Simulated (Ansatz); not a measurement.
Gas-phase electronic energies from Ansatz, PBE0-D4/def2-TZVP geometries. CCSD(T)/CBS is the MP2 limit (def2-TZVPP, def2-QZVPP) plus CCSD(T) − MP2 in def2-TZVPP, frozen cores. Functionals use def2-TZVPP. B3LYP here is the variant with VWN-RPA as its local correlation; programs differ in this. Elements past krypton have def2 core potentials. For Sn outer-core shells are correlated without core-valence functions, which leaves a few kJ/mol of doubt a bond. Each species was taken in one conformer, which may not be the lowest.

`[SiH3][SnH2][SH]` + `N[SiH](N)Cl` → `N[SiH](Cl)N[SiH3]` + `[SH][SnH3]`  (cleavage of the Si–Sn bond)

CCSD(T)/CBS gives -4.9 kcal/mol.

(1) Another level gave -5.3 kcal/mol. Which?
A. ωB97M-V/def2-TZVPP
B. SCS-MP2/def2-TZVPP
C. PBE0-D4/def2-TZVPP
D. B3LYP-D4/def2-TZVPP

Largest T1 diagnostic among the species: 0.013.

## Answers

(1) D. B3LYP-D4 -5.3, ωB97M-V -6.3, SCS-MP2/def2-TZVPP -7.4, PBE0-D4 -3.2 kcal/mol.

From PBE to PBE0 (25 % exact exchange), in def2-TZVPP and without D4, ΔE moves by −1.2 kcal/mol. In def2-TZVPP, CCSD(T) changes the Hartree–Fock value by +1.9 kcal/mol (the triples alone add +0.2 kcal/mol) and MP2 by +1.6 kcal/mol. The D4 term adds −1.1 kcal/mol with B3LYP and −0.6 kcal/mol with PBE0; it sums over pairs of atoms, weighted by their polarisabilities, and B3LYP, whose exchange is more repulsive, gets the larger term.
